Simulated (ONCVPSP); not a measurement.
# Which change was made? (Br, ONCV)

ONCVPSP 4.0.1 input, shortened (lines: element, Z, core and valence counts, functional; n l f; lmax; l rc ep ncon nbas qcut; lloc lpopt rc5 dvloc0; l nproj debl; icmod fcfact rcfact), LDA (Perdew-Zunger), scalar-relativistic:

```
  Br 35.00    6    2        3      upf
    1    0    2.00
    2    0    2.00
    2    1    6.00
    3    0    2.00
    3    1    6.00
    3    2   10.00
    4    0    1.50
    4    1    5.50
    1
    0    1.45    0.00    4    7    3.80
    1    1.25    0.00    4    8    6.50
    4    5    1.15    2.00
    0    1    2.30
    1    2    2.50
    2    0.55    0.95
```

Cutoffs, loose and tight: the cutoffs (Ha) at which the residual kinetic energy of the hardest occupied pseudo-wave falls to 1 and 0.1 mHa per electron. They do not see the model core or the augmentation charge, which bear on the density cutoff. Test errors are all-electron minus pseudo excitation energies from the reference, over the configurations 4s2 4p5; 4s2 4p4; 4s2 4p3; 4s2 4p2; variants that change the core or the reference have their own tests.

The base gives: outcome: generated; cutoff, loose: 46 Ha; cutoff, tight: 126 Ha; bound ghosts: p; GHOST(+) flags above zero: s; largest test error (meV): +25.

**Question.** After one change the result is: outcome: generated; cutoff, loose: 24 Ha; cutoff, tight: 33 Ha; bound ghosts: none; GHOST(+) flags above zero: none; largest test error (meV): +55. Which change was it?
A. all radii but the core radius scaled by about 0.96 (s 1.40, p 1.20 bohr); local potential polynomial inside 1.12 bohr (lpopt 5, dvloc0 2 Ha)
B. all radii but the core radius scaled by about 1.30 (s 1.90, p 1.62 bohr); local potential polynomial inside 1.50 bohr (lpopt 5, dvloc0 2 Ha)
C. all radii but the core radius scaled by about 1.06 (s 1.54, p 1.32 bohr); local potential polynomial inside 1.22 bohr (lpopt 5, dvloc0 2 Ha)

**Answer.** B. The others give: all radii but the core radius scaled by about 1.06 (s 1.54, p 1.32 bohr); local potential polynomial inside 1.22 bohr (lpopt 5, dvloc0 2 Ha) → outcome: generated; cutoff, loose: 42 Ha; cutoff, tight: 100 Ha; bound ghosts: none; GHOST(+) flags above zero: s, p; largest test error (meV): +25 | all radii but the core radius scaled by about 0.96 (s 1.40, p 1.20 bohr); local potential polynomial inside 1.12 bohr (lpopt 5, dvloc0 2 Ha) → outcome: generated; cutoff, loose: 115 Ha; cutoff, tight: 145 Ha; bound ghosts: p; GHOST(+) flags above zero: s; largest test error (meV): +36.
